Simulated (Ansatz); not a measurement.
Consider the isomerisation: `[BH2][AlH][O]C` → `[CH3][AlH][BH]O`.

Program: Ansatz. Geometries: PBE0-D4/def2-TZVP. ΔE: electronic, gas phase. CCSD(T)/CBS is the MP2 limit (def2-TZVPP, def2-QZVPP) plus CCSD(T) − MP2 in def2-TZVPP, frozen cores. Functionals use def2-TZVPP. B3LYP here is the variant with VWN-RPA as its local correlation; programs differ in this. One conformer a species, not always the lowest.

Task: Is it downhill or uphill in electronic energy at CCSD(T)/CBS, and by how much? (Estimate.)

Result: The calculation gave: Downhill: ΔE = -92.4 kJ/mol.

Task: What do these levels give: B3LYP-D4, revPBE, r2SCAN, CCSD/def2-SVP, HF/def2-TZVPP, SCS-MP2/def2-QZVPP? (Best estimate.)

Result: Computed: B3LYP-D4 -86.5, revPBE -99.8, r2SCAN -94.2, CCSD/def2-SVP -87.0, HF/def2-TZVPP -64.4, SCS-MP2/def2-QZVPP -86.1 kJ/mol.

Largest T1 diagnostic among the species: 0.013.

Leaving LDA and LC-ωPBE aside and taking each functional with its dispersion term where it has one, the values, not all of them listed here, spread over 22.4 kJ/mol, from PBE-D4 to BHLYP-D4. LDA lies −8.4 kJ/mol from PBE without D4. From BLYP to BHLYP (50 % exact exchange), in def2-TZVPP and without D4, ΔE moves by +8.7 kJ/mol.
